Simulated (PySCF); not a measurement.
O$_{2}$Si, charge +1, doublet (typed; the unrestricted solution is spin-contaminated), at a GFN2-xTB geometry of the parent state (a state made from the parent by changing its charge; the spin is typed, not shown lowest); CAMB3LYP/6-31G run with PySCF.

Here is a job for PySCF.
```python
from pyscf import gto, scf, dft

mol = gto.M(
    atom='''
O     1.42427737   -0.24577043    0.00533465
Si   -0.01222762    0.33847329    0.01337146
O    -1.40287903   -0.34655783   -0.02873470
''',
    basis='6-31g',
    charge=1,
    spin=1,
    verbose=4,
)

mf = dft.UKS(mol)
mf.xc = 'camb3lyp'
mf.kernel()
```

The log (banner, timings and long lists left out):

```
PySCF version 2.14.0

[INPUT] verbose = 4
[INPUT] num. atoms = 3
[INPUT] num. electrons = 29
[INPUT] charge = 1
[INPUT] spin (= nelec alpha-beta = 2S) = 1
[INPUT] symmetry False subgroup None
[INPUT] Mole.unit = angstrom
[INPUT] Symbol           X                Y                Z      unit          X                Y                Z       unit  Magmom
[INPUT]  1 O      1.424277370000  -0.245770430000   0.005334650000 AA    2.691494154716  -0.464438802217   0.010081027470 Bohr   0.0
[INPUT]  2 Si    -0.012227620000   0.338473290000   0.013371460000 AA   -0.023106852955   0.639621818580   0.025268397286 Bohr   0.0
[INPUT]  3 O     -1.402879030000  -0.346557830000  -0.028734700000 AA   -2.651057152595  -0.654899385024  -0.054300713272 Bohr   0.0

nuclear repulsion = 88.4064705655931
number of shells = 17
number of NR pGTOs = 90
number of NR cGTOs = 31
basis = 6-31g
ecp = {}

******** <class 'pyscf.dft.uks.UKS'> ********
method = UKS
initial guess = minao
damping factor = 0
level_shift factor = 0
DIIS = <class 'pyscf.scf.diis.CDIIS'>
diis_start_cycle = 1
diis_space = 8
diis_damp = 0
SCF conv_tol = 1e-09
SCF conv_tol_grad = None
SCF max_cycles = 50
direct_scf = True
direct_scf_tol = 1e-13
number electrons alpha = 15  beta = 14
XC library pyscf.dft.libxc version 7.1.2
    S. Lehtola, C. Steigemann, M. J. T. Oliveira, and M. A. L. Marques,  SoftwareX 7, 1–5 (2018)
XC functionals = camb3lyp
    T. Yanai, D. P. Tew, and N. C. Handy,  Chem. Phys. Lett. 393, 51 (2004)
radial grids:
    Treutler-Ahlrichs [JCP 102, 346 (1995); DOI:10.1063/1.469408] (M4) radial grids

becke partition: Becke, JCP 88, 2547 (1988); DOI:10.1063/1.454033
pruning grids: <function nwchem_prune>
grids dens level: 3
symmetrized grids: False
atomic radii adjust function: <function treutler_atomic_radii_adjust>
small_rho_cutoff = 0
Set gradient conv threshold to 3.16228e-05
tot grids = 47344
init E= -439.924057869401

cycle= 1 E= -439.072875926232  delta_E= 0.851  |g|= 0.532  |ddm|= 1.51
cycle= 2 E= -438.731293757189  delta_E= 0.342  |g|= 1.08  |ddm|= 1.79
cycle= 3 E= -439.27834881151  delta_E= -0.547  |g|= 0.0516  |ddm|= 0.973
cycle= 4 E= -439.281090699827  delta_E= -0.00274  |g|= 0.0181  |ddm|= 0.0849
cycle= 5 E= -439.282437276125  delta_E= -0.00135  |g|= 0.0103  |ddm|= 0.0679
cycle= 6 E= -439.283430895403  delta_E= -0.000994  |g|= 0.0076  |ddm|= 0.0772
cycle= 7 E= -439.283718867425  delta_E= -0.000288  |g|= 0.00943  |ddm|= 0.0354
cycle= 8 E= -439.284068426174  delta_E= -0.00035  |g|= 0.00283  |ddm|= 0.058
cycle= 9 E= -439.284152681684  delta_E= -8.43e-05  |g|= 0.00109  |ddm|= 0.032
cycle= 10 E= -439.284165169511  delta_E= -1.25e-05  |g|= 0.00024  |ddm|= 0.0127
cycle= 11 E= -439.284165793196  delta_E= -6.24e-07  |g|= 4.13e-05  |ddm|= 0.00329
cycle= 12 E= -439.284165798534  delta_E= -5.34e-09  |g|= 9.73e-06  |ddm|= 0.000225
cycle= 13 E= -439.284165798974  delta_E= -4.4e-10  |g|= 4.22e-06  |ddm|= 7.19e-05
Extra cycle  E= -439.284165799023  delta_E= -4.9e-11  |g|= 2.7e-06  |ddm|= 1.35e-05
converged SCF energy = -439.284165799023  <S^2> = 0.95432338  2S+1 = 2.1948334
```
